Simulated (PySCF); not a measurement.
Metal series M(NH3)4 2+, each in one or more spin states. All species are isolated molecules in the gas phase. Multiplicities are imposed; where one is given, others were not computed.

The HOMO from two functionals at the same geometries (PBE-D3(BJ)/def2-SVP), both in PySCF: PBE-D3(BJ)/def2-TZVP and B3LYP-D3(BJ)/def2-TZVP. B3LYP has the VWN-RPA correlation part, as in Gaussian. 

```csv
species,B3LYP-D3(BJ)/def2-TZVP (eV)
"M = Mo, multiplicity 1 ([Mo(NH3)4]2+)",-12.94
"M = Ru, multiplicity 1 ([Ru(NH3)4]2+)",-14.63
"M = Pd, multiplicity 1 ([Pd(NH3)4]2+)",-16.11
"M = Os, multiplicity 1 ([Os(NH3)4]2+)",-13.96
```

Q: What does PBE-D3(BJ)/def2-TZVP give for each?

A: 
- M = Mo, multiplicity 1 ([Mo(NH3)4]2+): -11.72
- M = Ru, multiplicity 1 ([Ru(NH3)4]2+): -13.16
- M = Pd, multiplicity 1 ([Pd(NH3)4]2+): -14.67
- M = Os, multiplicity 1 ([Os(NH3)4]2+): -12.73
Over these rows, drawn at random from the members with no instability flagged (it was tested for open shells, ions and some series alone), PBE minus B3LYP-D3(BJ): mean +1.34 eV, from +1.22 eV to +1.47 eV.
